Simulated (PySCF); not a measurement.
# Two-photon absorption: `Cc1ccccc1C(=O)[SiH3]`, C8H10OSi

Molfile (atoms numbered from 1):
```
C8H10OSi
     RDKit          3D

 20 20  0  0  0  0  0  0  0  0999 V2000
   -0.8533    2.2750   -0.1609 C   0  0  0  0  0  0  0  0  0  0  0  0
   -0.7744    0.7868   -0.0086 C   0  0  0  0  0  0  0  0  0  0  0  0
   -1.9576    0.0443    0.0673 C   0  0  0  0  0  0  0  0  0  0  0  0
   -1.9549   -1.3420    0.2034 C   0  0  0  0  0  0  0  0  0  0  0  0
   -0.7481   -2.0344    0.2691 C   0  0  0  0  0  0  0  0  0  0  0  0
    0.4390   -1.3170    0.2014 C   0  0  0  0  0  0  0  0  0  0  0  0
    0.4521    0.0788    0.0644 C   0  0  0  0  0  0  0  0  0  0  0  0
    1.7713    0.7624   -0.0032 C   0  0  0  0  0  0  0  0  0  0  0  0
    1.8896    1.9617   -0.1664 O   0  0  0  0  0  0  0  0  0  0  0  0
    3.4374   -0.2434    0.1470 Si  0  0  0  0  0  4  0  0  0  0  0  0
   -0.3317    2.6149   -1.0666 H   0  0  0  0  0  0  0  0  0  0  0  0
   -0.3539    2.7914    0.6720 H   0  0  0  0  0  0  0  0  0  0  0  0
   -1.9028    2.5981   -0.2050 H   0  0  0  0  0  0  0  0  0  0  0  0
   -2.9114    0.5760    0.0151 H   0  0  0  0  0  0  0  0  0  0  0  0
   -2.9028   -1.8831    0.2576 H   0  0  0  0  0  0  0  0  0  0  0  0
   -0.7328   -3.1211    0.3738 H   0  0  0  0  0  0  0  0  0  0  0  0
    1.3869   -1.8600    0.2562 H   0  0  0  0  0  0  0  0  0  0  0  0
    3.6175   -1.1324   -1.0432 H   0  0  0  0  0  0  0  0  0  0  0  0
    4.5250    0.7714    0.1933 H   0  0  0  0  0  0  0  0  0  0  0  0
    3.4856   -1.0972    1.3748 H   0  0  0  0  0  0  0  0  0  0  0  0
  1  2  1  0
  2  3  2  0
  3  4  1  0
  4  5  2  0
  5  6  1  0
  6  7  2  0
  7  8  1  0
  8  9  2  0
  8 10  1  0
  7  2  1  0
  1 11  1  0
  1 12  1  0
  1 13  1  0
  3 14  1  0
  4 15  1  0
  5 16  1  0
  6 17  1  0
 10 18  1  0
 10 19  1  0
 10 20  1  0
M  END
```

The calculation used TDDFT CAM-B3LYP/aug-cc-pVDZ excited states, vertical, gas phase in PySCF. Geometry: PBE0-D3(BJ)/def2-SVP.

**Question.** Give the one- and two-photon strengths of the lowest singlets.

**Answer.** δ for parallel linear polarisation; σ at the peak of a Lorentzian of half width 0.1 eV, single beam; Ω is circular over linear.
| state | E (eV) | f | photon λ (nm) | δ (au) | σ (GM) | Ω | main |
| --- | --- | --- | --- | --- | --- | --- | --- |
| S1 | 3.17 | 0.001 | 782 | 0.27 | 0.00 | 1.42 | HOMO→LUMO 0.90 |
| S2 | 4.73 | 0.055 | 524 | 67.8 | 0.56 | 0.90 | HOMO−1→LUMO 0.81 |
| S3 | 5.21 | 0.227 | 475 | 263 | 2.62 | 0.60 | HOMO−2→LUMO 0.78, HOMO−1→LUMO 0.09 |
| S4 | 5.98 | 0.000 | 414 | 9.22 | 0.12 | 1.50 | HOMO→LUMO+2 0.95 |
| S5 | 6.17 | 0.003 | 402 | 39.8 | 0.55 | 0.92 | HOMO→LUMO+1 0.31, HOMO→LUMO+4 0.23 |
| S6 | 6.31 | 0.280 | 393 | 1450 | 21.21 | 0.80 | HOMO−1→LUMO+2 0.54, HOMO−2→LUMO+2 0.13 |

Among these, the strongest one-photon state is S6, the strongest two-photon state S6, with a dipole change of 1.5 D (relaxed, norm of the difference vector).
